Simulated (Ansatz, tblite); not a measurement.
Cost and result up the ladder for pyrene, `c1cc2ccc3cccc4ccc(c1)c2c34` (26 atoms). Charge 0, multiplicity 1. Geometry: r2SCAN-D4/def2-SVP.

```xyz
26

C    -0.853   -3.301   -0.908
C    -0.418   -2.405   -1.886
C    -0.071   -1.083   -1.549
C     0.380   -0.134   -2.526
C     0.711    1.145   -2.174
C     0.620    1.591   -0.813
C     0.954    2.903   -0.426
C     0.853    3.301    0.908
C     0.417    2.405    1.886
C     0.072    1.083    1.549
C    -0.380    0.134    2.526
C    -0.710   -1.145    2.174
C    -0.619   -1.592    0.813
C    -0.954   -2.903    0.426
C    -0.172   -0.667   -0.183
C     0.172    0.667    0.183
H    -1.118   -4.324   -1.190
H    -0.341   -2.724   -2.931
H     0.455   -0.458   -3.569
H     1.054    1.856   -2.932
H     1.296    3.610   -1.188
H     1.117    4.324    1.189
H     0.339    2.724    2.930
H    -0.455    0.458    3.569
H    -1.053   -1.857    2.932
H    -1.296   -3.610    1.188
```

Ansatz on 4 threads of AMD EPYC 7R43 on a shared host; xTB runs through tblite on one thread. Times are rough, summed over both states, and most runs start from the orbitals of an earlier one. PBE0-D4/def2-SVP serves as the yardstick here, not as an exact answer. The other state is a triplet.

The xTB rows come from tblite.

xTB has no spin-polarisation term.

```csv
level,functions,wall time,vertical triplet (eV),difference from PBE0-D4/def2-SVP (eV)
GFN2-xTB,74,0.048 s,2.35,-0.01
GFN1-xTB,84,0.053 s,2.32,-0.03
PBE-D4/def2-SVP,274,18 s,2.28,-0.08
PBE0-D4/def2-SVP,274,43 s,2.36,0.00
```
